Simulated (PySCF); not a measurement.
# Which determinant of PPt lies lowest?

Unrestricted PBE0; PySCF, scalar-relativistic core potentials, basis sets P def2-TZVPP, Pt def2-TZVPP with ECP60. Outer shells of the fragments: P 3s2 3p3; Pt 5d9 6s1.

Followed along the bond (rough minima from three points):

| 2Ms+1 | unpaired | ⟨S²⟩ at the start | R at minimum (Å) | Te (eV) |
| --- | --- | --- | --- | --- |
| 2 | π ↑ | 0.90 | 2.03 | 0.00 |
| 4 | σ ↑, π ↑↑ | 3.76 | 2.13 | 0.50 |
| 2 | σ ↓, π ↑↑ | 1.76 | 2.15 | 0.66 |
| 2 | σ ↑, π ↑↓ | 1.77 | 2.13 | 0.83 |
| 4 | π ↑↑, δ ↑ | 3.76 | 2.19 | 0.84 |
| 2 | π ↑↑, δ ↓ | 1.76 | 2.21 | 0.94 |

Solutions found at the starting distance of 2.240 Å, counted from the lowest of them; the search is not exhaustive and high or unbound solutions are not listed, so other states can lie among these:

| 2Ms+1 | unpaired | term | E (eV) | ⟨S²⟩ | ⟨Lz²⟩ | μ (D) |
| --- | --- | --- | --- | --- | --- | --- |
| 2 | π ↑ | ²Π | 0.00 | 0.90 | 1.01 | 0.53 |
| 4 | σ ↑, π ↑↑ | ⁴Σ⁻ | 0.14 | 3.76 | 0.00 | 1.85 |
| 2 | σ ↓, π ↑↑ | mixed | 0.26 | 1.76 | 0.00 | 1.94 |
| 4 | π ↑↑, δ ↑ | ⁴Δ | 0.38 | 3.76 | 4.01 | 1.73 |
| 2 | σ ↑, π ↑↓ | mixed | 0.46 | 1.77 | 2.04 | 1.93 |
| 2 | π ↑↑, δ ↓ | mixed | 0.47 | 1.76 | 4.01 | 1.67 |
| 2 | π ↑↓, δ ↑ | mixed | 0.71 | 1.77 | 6.01 | 1.73 |
| 4 | π ↑↑↑ | ⁴Π | 1.29 | 3.76 | 1.01 | 1.65 |
| 2 | σ ↑ | mixed | 1.30 | 0.75 | 2.50 | 2.05 |
| 4 | σ ↑↑, π ↑ | mixed | 2.14 | 3.76 | 1.25 | -1.91 |

A term symbol is given only where ⟨S²⟩ and ⟨Lz²⟩ are close to those of a pure state; real π, δ and φ orbitals otherwise mix terms. A positive dipole means P(−)Pt(+).

**Question.** Compare the gap between the two lowest followed solutions at the starting distance with the gap between their minima.

**Answer.** At PBE0 the second solution (quartet, unpaired electrons σ ↑, π ↑↑) lies +0.14 eV from the first (doublet, unpaired electrons π ↑) at 2.240 Å and +0.50 eV at the minima; the two curves relax by different amounts, since their minima lie near 2.13 and 2.03 Å.

Spin–orbit coupling is left out. With d or f electrons several states lie close, and the lowest PBE0 determinant need not be the measured ground state.
